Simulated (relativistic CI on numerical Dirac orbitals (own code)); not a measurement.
**Radial parameters of K16+**

Method of calculation: Dirac-Coulomb-Breit CI, KLI orbitals optimised for each configuration, a model potential for QED, unscaled Slater integrals (own radial code, finite nucleus).

Slater integrals F^k, G^k are unscaled and averaged over j, outside the closed core 1s2; ζ comes from projecting the Hamiltonian with its Breit term on Σ l·s of the shell.

- 2p: ζ(2p) = 21564 cm⁻¹; <r>(2p) = 0.2881, <r^2>(2p) = 0.09997 (bohr units).
- 3p: ζ(3p) = 6352.8 cm⁻¹; <r>(3p) = 0.7254, <r^2>(3p) = 0.6075 (bohr units).
- 3d: ζ(3d) = 1204.8 cm⁻¹; <r>(3d) = 0.6164, <r^2>(3d) = 0.4345 (bohr units).

Averages of the first 10 configurations, taken without configuration mixing, which lowers the lowest level and can move excited configurations by several eV; other configurations of the list can lie among them:

```
Configuration  Parity  States  Average energy above the lowest level (eV)
           2s    even       2                                         0.0
           2p     odd       6                                        36.7
           3s    even       2                                       582.7
           3p     odd       6                                       592.9
           3d    even      10                                       597.0
           4s    even       2                                       782.4
           4p     odd       6                                       786.6
           4d    even      10                                       788.3
           4f     odd      14                                       788.5
           5s    even       2                                       873.9
```
